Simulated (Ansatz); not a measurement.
# One elementary step

Start structure (C2H8Zn, singlet), relaxed at PBE0-D4/def2-TZVP:

Zn1  (0.204, 1.640, -0.433)
H2  (-0.170, 1.936, -1.902)
C3  (0.681, 1.297, 1.419)
H4  (-0.703, -0.991, -1.708)
C5  (-0.609, -1.709, -0.892)
H6  (0.072, 1.898, 2.100)
H7  (1.730, 1.540, 1.606)
H8  (0.529, 0.245, 1.673)
H9  (-1.251, -1.412, -0.063)
H10  (0.427, -1.749, -0.553)
H11  (-0.910, -2.694, -1.246)
(Å)

The step: CH₄Zn ([CH3][ZnH]) + CH₄ → C₂H₆Zn ([CH3][Zn][CH3]) + H₂; bonds formed: Zn1–C5, H2–H4; bonds broken: Zn1–H2, H4–C5. Program: Ansatz 0.2.0. Basis: def2-TZVPP and def2-QZVPP. Cores are frozen in the correlated methods. The 3s and 3p shells of Cu and Zn are frozen; filled d shells are correlated. Extrapolation: Hartree–Fock as exp(−7.88 √X), correlation as X^−2.97. Energies below are by CCSD(T) at an estimated basis limit (MP2 extrapolated from triple and quadruple zeta, plus CCSD(T) − MP2 in triple zeta).

Q: What are the electronic barrier and the energy of the step, from the start structure to the end structure? (To be estimated.)

A: By the calculation: Barrier 2.246 eV; step energy 0.403 eV (uphill); reverse barrier, their difference, 1.844 eV. Barrier and step energy count from the start structure, the reverse barrier from the end structure.

The saddle point: One imaginary mode of 1496i cm⁻¹.
```tsv
pair	start (Å)	saddle (Å)	end (Å)
Zn1–C5	3.48	2.18	1.94
H2–H4	2.98	1.09	0.75
Zn1–H2	1.55	1.78	3.15
H4–C5	1.09	1.52	3.95
```

Zero-point energy (harmonic, PBE0-D4): ZPE is 2.360 eV at the start and 2.261 eV at the saddle, so the barrier goes from 2.246 to 2.147 eV.

The T1 diagnostic stays at or below 0.014. The start structure is not quite a true minimum (one mode of 28i cm⁻¹).

Labels in which every atom is bracketed show which atoms are joined, not bond orders.

For scale, one of the runs: CCSD(T)/def2-TZVPP, 238 basis functions, launched by `ansatz run in.yaml --threads 8 --pin off --events-out ev --progress --plain --max-ram 19148MiB`. The run took 14 s on 8 CPU threads of an Intel Xeon 6975P-C (shared host), with 4.9 GiB of host memory at its peak.
